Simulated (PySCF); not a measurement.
# What a mistake does to a calculation on B2CH7Si cation

Calculated results; nothing here was measured. They come from PySCF 2.14.0, an open-source quantum chemistry program, on an isolated molecule that a program drew, which may never have been made. The molecule is B2CH7Si cation (charge +1, singlet), drawn as the SMILES string `BC(B)[SiH2+]`.

Each row is a Hartree-Fock (HF) and frozen-core CCSD(T) single point in the cc-pV(D+d)Z basis, meant for a local HF minimum. Run 1 is clean. Each other run has one planted mistake out of seven kinds, and not every kind appears here: one electron removed, one electron added, multiplicity raised by two, geometry at a saddle point, minimal basis STO-3G, one bond length entered in bohr, all coordinates scaled. The reference is restricted for singlets and unrestricted otherwise, and also for a bond in bohr. Adding or removing an electron swaps singlet and doublet. Electrons count all cores. HOMO and LUMO are orbital energies over both spins, the gradient is its largest component, and the lowest frequency (negative if imaginary) is given only where the gradient is small. Bond lengths are over the 10 bonds as drawn. T1 is the CCSD diagnostic: over 0.02 (restricted) or 0.045 (unrestricted) a single reference is doubtful.

Geometry of the clean run:
```xyz
11
B2CH7Si cation, angstrom
B    -1.9409    0.0647    1.5247
C    -0.6386    0.7128    0.8219
B    -1.1551    0.9526   -0.6900
Si    0.6220   -0.5633    0.7575
H    -2.4838    0.7039    2.3661
H    -2.3271   -1.0163    1.1964
H    -0.2949    1.6230    1.3088
H    -1.4077    0.0225   -1.3947
H    -1.2692    2.0766   -1.0574
H     0.3506   -1.8606    0.1412
H     1.9582   -0.3534    1.3158
```

| run | electrons | basis functions | <S^2> | HOMO (eV) | LUMO (eV) | gradient (hartree/bohr) | lowest frequency (cm^-1) | mean bond (Å) | longest bond (Å) | T1 | HF (hartree) | CCSD(T) (hartree) | mistake |
|---|---|---|---|---|---|---|---|---|---|---|---|---|---|
| 1 | 36 | 100 | 0.000 | -17.58 | -5.25 | 2.8e-05 | 134 | 1.3803 | 1.795 | 0.0140 | -379.93872 | -380.39560 | no fault |
| 2 | 36 | 31 | 0.000 | -16.64 | -2.53 | 2.1e-02 | - | 1.3803 | 1.795 | 0.0120 | -375.59419 | -375.80784 | minimal basis STO-3G |
| 3 | 35 | 100 | 0.773 | -23.62 | -14.89 | 6.9e-02 | - | 1.3803 | 1.795 | 0.0467 | -379.34111 | -379.77006 | one electron removed |
| 4 | 36 | 100 | 0.658 | -14.71 | -5.29 | 2.3e-02 | - | 1.4865 | 2.256 | 0.0623 | -379.81311 | -380.27180 | ? |

**Which mistake was planted in run 4, and what did it cost?**

The mean bond changes by a factor of 1.077 and the longest by 1.257, so the molecule wasn't scaled as a whole. A length L in bohr read as angstrom grows by (1/0.5292 - 1) L = 0.890 L. The 10 bonds together grew by 10 x 0.1062 = 1.062 Å, which gives L = 1.194 Å. That is the length of one of the B-H bonds, 1.194 Å in the clean geometry. So the mistake is: one bond length entered in bohr. Subtracting run 1 and multiplying by 627.51 kcal/mol a hartree, the energy moved by 78.8 kcal/mol in HF and 77.7 kcal/mol in CCSD(T).

Cautions from the logs. Run 3: T1 is over the limit, so its CCSD(T) energy is less reliable; run 4: T1 is over the limit, so its CCSD(T) energy is less reliable.
